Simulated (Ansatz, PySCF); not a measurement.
Dimer: NH3 (SMILES N) (first 4 atoms) with H2 (SMILES [H][H]); geometry from B3LYP-D3(BJ)/def2-TZVP.
(charge 0, multiplicity 1):
| atom | x (Å) | y (Å) | z (Å) |
|---|---|---|---|
| N | 0.0152 | -0.0022 | -0.1380 |
| H | -0.7130 | 0.6181 | -0.4730 |
| H | 0.8979 | 0.3440 | -0.4962 |
| H | -0.1456 | -0.9123 | -0.5542 |
| H | 0.0211 | -0.1602 | 2.4726 |
| H | 0.0215 | -0.2091 | 3.2190 |

Monomers are frozen at their geometry in the pair; levels with a basis set take the counterpoise correction.

Rows in 6-31G* carry no dispersion term and start afresh at each structure (6-31G* with six Cartesian d functions).

Programs: Ansatz (a first-principles code); PySCF for 6-31G* rows, M06-2X. Values without a source in brackets are computed.

**Question.** What is the computed interaction energy (wB97M-V/def2-TZVPPD)?

**Answer.** -29 meV

**Question.** Predict the interaction energy from HF/6-31G*.

**Answer.** -5 meV

**Question.** What is the computed interaction energy (M06-2X/def2-TZVPPD)?

**Answer.** -25 meV
